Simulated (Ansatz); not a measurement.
Calculated with Ansatz (gas phase, PBE0-D4/def2-TZVP geometries, no zero-point term in ΔE). CCSD(T)/CBS is the MP2 limit (def2-TZVPP, def2-QZVPP) plus CCSD(T) − MP2 in def2-TZVPP, frozen cores. Functionals use def2-TZVPP. B3LYP here is the variant with VWN-RPA as its local correlation; programs differ in this. def2 core potentials past Kr. For Te outer-core shells are correlated without core-valence functions, which leaves a few kJ/mol of doubt a bond. Each species was taken in one conformer, which may not be the lowest.

Consider the redistribution: `B[TeH]` + `C[S][AlH][CH2]F` → `CSB[TeH]` + `F[CH2][AlH2]`.

```
          species  B3LYP-D4 energy (Eh)
         `B[TeH]`            -294.77679
`C[S][AlH][CH2]F`            -820.46259
       `CSB[TeH]`            -732.37883
   `F[CH2][AlH2]`            -382.84876
```

Q: Work out ΔE.

A: ΔE = (-732.37883) + (-382.84876) − (-294.77679) − (-820.46259) = 0.01179 Eh = +0.32 eV. CCSD(T)/CBS gives +0.33 eV.

Largest T1 diagnostic among the species: 0.015.

In def2-TZVPP, CCSD(T) changes the Hartree–Fock value by −0.07 eV (the triples alone add −0.01 eV) and MP2 by −0.11 eV.
